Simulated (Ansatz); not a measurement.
System: sum formula H₄BSiO₃ (charge -1, singlet). It need not be the lowest isomer of its formula. Whether it binds its extra electron was not tested at this geometry. 
Coordinates optimised at B3LYP-D3(BJ)/def2-TZVP (Ansatz, a program for electronic structure):
```
B
O 1 1.3379
O 1 1.3909 2 110.97
O 1 1.3995 2 127.47 3 -180.00
H 4 0.9616 1 107.12 2 0.00
Si 3 1.7282 1 91.54 2 0.00
H 6 1.5016 3 122.03 1 -79.57
H 6 1.5016 7 112.98 2 -89.51
H 6 1.5388 7 96.57 2 170.48
```
Charge -1, spin multiplicity 1.

Parts of the frozen-core correlation energy in 6-31G* (Ansatz, hartree). Frozen orbitals: 9; correlated occupied orbitals by spin: 15 and 15; virtual: 63 and 63. Spin-orbit coupling is left out. Non-relativistic.

```
term                            value
-------------------------  ----------
reference (HF)             -540.71104
MP2 opposite-spin                 ___
MP2 same-spin                -0.18794
CCSD correlation                  ___
(T)                               ___
T1 diagnostic                   0.014
largest doubles amplitude       0.030
```

**Question.** Fill in the missing entries.

**Answer.** 
- MP2 opposite-spin, value: -0.51623
- CCSD correlation, value: -0.72870
- (T), value: -0.01828
